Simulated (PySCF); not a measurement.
**Dipole response of Hf (hafnium, neutral)**

[Xe] 4f14 5d2 6s2, high-spin 3F determinant. All numbers are calculated (PySCF 2.14, a scalar-relativistic core potential, in aug-cc-pVTZ-PP with ECP60MDF). Coupled (time-dependent) response in atomic units; α is the mean over directions.

| method | mean α (bohr³) | C₆ (like pair) | S(−4) |
| --- | --- | --- | --- |
| BHandHLYP | 102.6 | 1382 | 4451 |
| TPSS | 107.7 | 1492 | 5030 |

S(−4) is the Cauchy moment in α(ω) = α(0) + S(−4) ω² + …

Reference α: 103 ± 6 bohr³ (recommended; Schwerdtfeger and Nagle, table of static dipole polarizabilities (2023 update)). Published C₆: 1040 (Gould and Bucko (2016)).

Spin-orbit coupling is absent.

α(iu) at BHandHLYP:

| u (hartree) | α(iu) (bohr³) |
| --- | --- |
| 0 | 102.6 |
| 0.0500 | 92.93 |
| 0.100 | 73.94 |
| 0.200 | 43.56 |
| 0.300 | 27.78 |
| 0.500 | 14.57 |
| 0.750 | 8.548 |
| 1.00 | 5.824 |
| 1.50 | 3.329 |
| 2.00 | 2.180 |
| 3.00 | 1.139 |
| 5.00 | 0.4617 |

A single London oscillator, α(iu) = α/(1 + u²/ω²), gives C₆ = (3/4) ω α². Matching the computed C₆ needs ω = 4 × 1382 / (3 × 102.6²) = 0.175 hartree.

Energies and moments cover only the electrons outside the core potential. Spin-orbit coupling, absent here, splits the open shell strongly.
